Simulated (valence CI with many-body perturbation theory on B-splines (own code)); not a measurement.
# Forbidden lines of Pd XLI

Computed by valence CI with perturbative core correlation (CI+MBPT): four valence electrons over a frozen Dirac-Fock core [He], radial functions for each j: 11 s, 11 p, 10 d, 8 f, 5 g, 2 h, with the one-electron correlation potential Σ1, the two-electron term Σ2, the three-electron term Σ3, Breit, model QED; selected CI, second order for the rest, scaled by the run's own slope (own B-spline code, finite nucleus).

No measured spectrum was set against this ion. As an estimate, large intervals hold to a few tenths of a per cent, small ones and those within an open d or f shell to about a per cent. Among the levels kept, up to 940 cm⁻¹ of a level comes from second order outside the variational space, and about a tenth of that is noise between levels of different J, which matters for small intervals.

Lines 1 to 50 of 64 in falling wavelength, among levels below 34706 × 10³ cm⁻¹, chosen from the decays that carry over 1 % of a level's rate. Wavelengths and rates use the calculated energies. Electric multipoles are in the length gauge, E1 and E2 with the static RPA response of the core. S is in atomic units (e²a₀⁴ for E2 and M2, e²a₀⁶ for E3), for M1 in squared Bohr magnetons. Weak lines are less certain than strong ones. Lines between different terms over intervals too small for the method are left out, as are lines whose strength nearly cancels. The highest levels of a list are the least certain.

Levels are named by their leading jj configuration (3d3/2^4 stands for four electrons in 3d with j = 3/2), which in mixed levels can hold well under half, so a name can repeat and another be missing. Letters in brackets count levels of one name in rising energy.

```tsv
λ vac (Å)	Upper	Lower	Type	A (s⁻¹)	S (a.u.)
911.9	(2s^2 2p1/2 2p3/2) J=2	(2s^2 2p1/2 2p3/2) J=1	M1	7.24e+03	1.02e+00
78.14	(2s^2 2p1/2 2p3/2) J=1	(2s^2 2p1/2^2) J=0	M1	2.73e+07	1.45e+00
73.59	(2s^2 2p3/2^2) J=2	(2s^2 2p1/2 2p3/2) J=2	M1	2.41e+07	1.78e+00
71.97	(2s^2 2p1/2 2p3/2) J=2	(2s^2 2p1/2^2) J=0	E2	1.93e+04	1.66e-04
68.09	(2s^2 2p3/2^2) J=2	(2s^2 2p1/2 2p3/2) J=1	M1	2.52e+07	1.48e+00
57.73	(2s^2 2p3/2^2) J=0	(2s^2 2p1/2 2p3/2) J=1	M1	7.42e+07	5.29e-01
3.916	(2s^2 2p3/2 3d5/2) J=4	(2s 2p3/2^3) J=2	E2	4.39e+08	3.25e-06
3.749	(2s^2 2p3/2 3d5/2) J=4	(2s 2p1/2 2p3/2^2) J=2 [b]	E2	2.72e+08	1.62e-06
3.692	(2s^2 2p3/2 3d5/2) J=4	(2s 2p1/2 2p3/2^2) J=3	E2	6.08e+08	3.35e-06
3.682	(2s 2p1/2 2p3/2 3p3/2) J=4	(2s 2p1/2 2p3/2^2) J=2 [b]	E2	2.63e+09	1.43e-05
3.681	(2s^2 2p3/2 3p1/2) J=2	(2s^2 2p3/2^2) J=0	E2	2.43e+10	7.34e-05
3.667	(2s^2 2p1/2 3p1/2) J=1	(2s^2 2p1/2 2p3/2) J=2	E2	7.56e+10	1.34e-04
3.665	(2s 2p1/2^2 3p1/2) J=0	(2s 2p1/2^2 2p3/2) J=2	E2	1.39e+11	8.19e-05
3.661	(2s^2 2p3/2 3d5/2) J=4	(2s 2p1/2 2p3/2^2) J=2 [a]	E2	1.32e+08	6.99e-07
3.652	(2s^2 2p1/2 3p1/2) J=1	(2s^2 2p1/2 2p3/2) J=1	E2	7.32e+10	1.27e-04
3.652	(2s 2p3/2^2 3p3/2) J=4	(2s 2p3/2^3) J=2	E2	1.95e+10	1.02e-04
3.649	(2s^2 2p3/2 3p1/2) J=1	(2s^2 2p3/2^2) J=2	E2	8.17e+10	1.42e-04
3.646	(2s^2 2p3/2 3p1/2) J=2	(2s^2 2p3/2^2) J=2	E2	1.01e+11	2.91e-04
3.642	(2s^2 2p1/2 3p1/2) J=0	(2s^2 2p1/2 2p3/2) J=2	E2	1.37e+11	7.82e-05
3.629	(2s 2p3/2^2 3p1/2) J=0	(2s 2p3/2^3) J=2	E2	9.23e+10	5.19e-05
3.627	(2s 2p1/2 2p3/2 3p3/2) J=4	(2s 2p1/2 2p3/2^2) J=3	E2	3.53e+10	1.78e-04
3.622	(2s 2p1/2 2p3/2 3p3/2) J=0 [b]	(2s 2p1/2 2p3/2^2) J=2 [b]	E2	6.29e+10	3.50e-05
3.607	(2s^2 2p3/2 3p3/2) J=3	(2s^2 2p3/2^2) J=2	E2	4.72e+10	1.80e-04
3.606	(2s 2p1/2 2p3/2 3p1/2) J=0	(2s 2p1/2 2p3/2^2) J=2 [a]	E2	1.27e+11	6.91e-05
3.605	(2s^2 2p3/2 3p3/2) J=1	(2s^2 2p3/2^2) J=2	E2	5.68e+10	9.26e-05
3.604	(2s 2p1/2^2 3p3/2) J=2	(2s 2p1/2^2 2p3/2) J=2	E2	5.07e+10	1.38e-04
3.603	(2s^2 2p1/2 3p3/2) J=2	(2s^2 2p1/2 2p3/2) J=2	E2	4.98e+10	1.35e-04
3.597	(2s 2p1/2 2p3/2 3p3/2) J=4	(2s 2p1/2 2p3/2^2) J=2 [a]	E2	1.86e+09	8.99e-06
3.589	(2s^2 2p1/2 3p3/2) J=2	(2s^2 2p1/2 2p3/2) J=1	E2	2.28e+10	6.06e-05
3.588	(2s 2p3/2^2 3p3/2) J=0	(2s 2p3/2^3) J=2	E2	3.36e+10	1.78e-05
3.571	(2s^2 2p3/2 3p3/2) J=0	(2s^2 2p3/2^2) J=2	E2	1.55e+11	8.05e-05
3.567	(2s 2p1/2 2p3/2 3d5/2) J=5	(2s 2p1/2 2p3/2^2) J=3	M2	1.57e+09	8.92e-06
3.541	(2s^2 2p3/2 3d5/2) J=4	(2s^2 2p3/2^2) J=2	M2	1.46e+09	6.54e-06
3.540	(2s 2p1/2 2p3/2 3p3/2) J=0 [b]	(2s 2p1/2 2p3/2^2) J=2 [a]	E2	2.72e+10	1.35e-05
3.505	(2s^2 2p3/2 3d5/2) J=4	(2s 2p1/2^2 2p3/2) J=2	E2	1.05e+09	4.44e-06
3.457	(2s 2p3/2^2 3p3/2) J=4	(2s 2p1/2 2p3/2^2) J=3	E2	4.31e+10	1.71e-04
3.447	(2s 2p3/2^2 3p3/2) J=0	(2s 2p1/2 2p3/2^2) J=2 [b]	E2	7.32e+10	3.18e-05
3.446	(2s 2p1/2 2p3/2 3p3/2) J=4	(2s 2p1/2^2 2p3/2) J=2	E2	8.19e+10	3.20e-04
3.438	(2s^2 2p3/2 3p3/2) J=3	(2s^2 2p1/2 2p3/2) J=2	E2	3.42e+10	1.03e-04
3.438	(2s 2p1/2 2p3/2 3p3/2) J=1 [d]	(2s 2p1/2^2 2p3/2) J=1	E2	6.04e+10	7.77e-05
3.436	(2s^2 2p3/2 3p3/2) J=1	(2s^2 2p1/2 2p3/2) J=2	E2	5.44e+10	6.98e-05
3.435	(2s 2p3/2^2 3p3/2) J=2 [c]	(2s 2p1/2 2p3/2^2) J=2 [b]	E2	3.31e+10	7.07e-05
3.431	(2s^2 2p1/2 3p3/2) J=2	(2s^2 2p1/2^2) J=0	E2	6.59e+10	1.40e-04
3.429	(2s 2p3/2^2 3p3/2) J=4	(2s 2p1/2 2p3/2^2) J=2 [a]	E2	6.04e+10	2.30e-04
3.425	(2s^2 2p3/2 3p3/2) J=3	(2s^2 2p1/2 2p3/2) J=1	E2	4.31e+10	1.27e-04
3.406	(2s^2 2p3/2 3p3/2) J=0	(2s^2 2p1/2 2p3/2) J=2	E2	7.90e+10	3.23e-05
3.392	(2s 2p1/2 2p3/2 3d5/2) J=5	(2s 2p1/2^2 2p3/2) J=2	E3	1.75e+08	3.17e-05
3.379	(2s^2 2p3/2 3d5/2) J=4	(2s^2 2p1/2 2p3/2) J=2	M2	4.58e+08	1.62e-06
3.366	(2s^2 2p3/2 3d5/2) J=4	(2s^2 2p1/2 2p3/2) J=1	E3	1.11e+08	1.56e-05
3.291	(2p1/2 2p3/2^2 3d5/2) J=4	(2s 2p1/2 2p3/2^2) J=2 [b]	E2	1.11e+10	3.45e-05
```
